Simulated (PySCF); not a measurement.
Below is a simulated gas-phase C 1s photoelectron spectrum of `C#Cc1c[n-]cn1`.

Every computed line was given a Gaussian of 0.8 eV full width at half maximum and an area set by the number of equivalent atoms; the highest printed point is 100. Level of theory: delta-SCF UKS SCAN, pcX-2 on the ionised atom, pcseg-1 elsewhere, spin-free X2C in PySCF 2.14.0.

binding energy (eV), intensity and a bar:
```
    283.9          0 
    284.0          0 
    284.1          1 
    284.2          2 #
    284.3          4 #
    284.4          7 ##
    284.5         13 ####
    284.6         21 ######
    284.7         31 #########
    284.8         43 #############
    284.9         55 ################
    285.0         66 ####################
    285.1         76 #######################
    285.2         84 #########################
    285.3         89 ###########################
    285.4         94 ############################
    285.5         98 #############################
    285.6        100 ##############################
    285.7        100 ##############################
    285.8         95 #############################
    285.9         87 ##########################
    286.0         75 ######################
    286.1         61 ##################
    286.2         46 ##############
    286.3         32 ##########
    286.4         21 ######
    286.5         13 ####
    286.6          7 ##
    286.7          4 #
    286.8          2 #
    286.9          1 
    287.0          0 
    287.1          0
```

**Question.** Count the maxima, the lines and the sites behind this envelope.

**Answer.** The curve has 1 maximum (at 285.6 eV). Under it lie 5 lines from 5 inequivalent carbon sites. At this width some lines have no maximum of their own.

**Question.** Decompose the envelope and assign each component. Numbering: `[CH:1]#[C:2][c:3]1[cH:4][n-:5][cH:6][n:7]1`.

**Answer.** 
```csv
position (eV),relative area,line,atoms,environment
285.04,1,C 1s,C1,terminal alkyne carbon
285.18,1,C 1s,C4,aromatic CH next to a ring nitrogen
285.66,1,C 1s,C6,aromatic CH next to a ring nitrogen
285.73,1,C 1s,C3,substituted aromatic carbon
285.97,1,C 1s,C2,alkyne carbon
```

Lowest listed C 1s: C1, bonded to C (triple bond) and H. Highest, 0.93 eV above it: C2, bonded to C (triple bond) and C. The widest gap between neighbouring values is 0.48 eV, between 285.18 and 285.66 eV.

The curve has no shake-up lines and no vibrational structure. The species carries charge -1, so core ionisation leaves a neutral species. The basis sets have no added diffuse functions. Geometry: GFN2-xTB; no solvent, vibrations or thermal averaging.
